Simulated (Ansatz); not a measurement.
Consider the redistribution: `CO[SiH](O)Br` + `C[SiH](O)[GeH2][OH]` → `CO[SiH](O)[GeH2][OH]` + `C[SiH](O)Br`.

Program: Ansatz. Geometries: PBE0-D4/def2-TZVP. ΔE: electronic, gas phase. CCSD(T)/CBS is the MP2 limit (def2-TZVPP, def2-QZVPP) plus CCSD(T) − MP2 in def2-TZVPP, frozen cores. DFT in def2-TZVPP. B3LYP here is the variant with VWN-RPA as its local correlation; programs differ in this. For Br, Ge outer-core shells are correlated without core-valence functions, which leaves a few kJ/mol of doubt a bond. Scalar relativity is left out up to krypton. One conformer a species, not always the lowest.

| level | ΔE (kJ/mol) | difference from CCSD(T)/CBS |
| --- | --- | --- |
| PBE-D4 | -8.8 | -1.1 |
| r2SCAN-D4 | -8.1 | -0.4 |
| PBE0-D4 | -7.6 | 0.1 |
| B3LYP-D4 | -8.2 | -0.5 |
| ωB97X-V | -8.9 | -1.2 |
| ωB97M-V | -9.9 | -2.2 |
| B2PLYP | -8.3 | -0.6 |
| PBE | -8.8 | -1.1 |
| r2SCAN | -8.2 | -0.5 |
| PBE0 | -7.7 | 0.0 |
| B3LYP | -8.2 | -0.5 |
| HF/def2-TZVPP | -3.7 | 4.0 |
| MP2/def2-TZVPP | -7.9 | -0.2 |
| SCS-MP2/def2-TZVPP | -7.2 | 0.5 |
| CCSD/def2-TZVPP | -6.7 | 1.0 |
| CCSD(T)/def2-TZVPP | -7.5 | 0.2 |
| HF/def2-QZVPP | -2.8 | 4.9 |
| MP2/def2-QZVPP | -7.7 | 0.0 |
| SCS-MP2/def2-QZVPP | -7.0 | 0.7 |
| HF/CBS(def2) | -2.7 | 5.0 |
| MP2/CBS(def2) | -8.1 | -0.4 |
| CCSD/CBS(def2) | -6.9 | 0.8 |
| CCSD(T)/CBS | -7.7 | 0 |

Largest T1 diagnostic among the species: 0.012.

In def2-TZVPP, CCSD(T) changes the Hartree–Fock value by −3.8 kJ/mol (the triples alone add −0.8 kJ/mol) and MP2 by −4.2 kJ/mol.
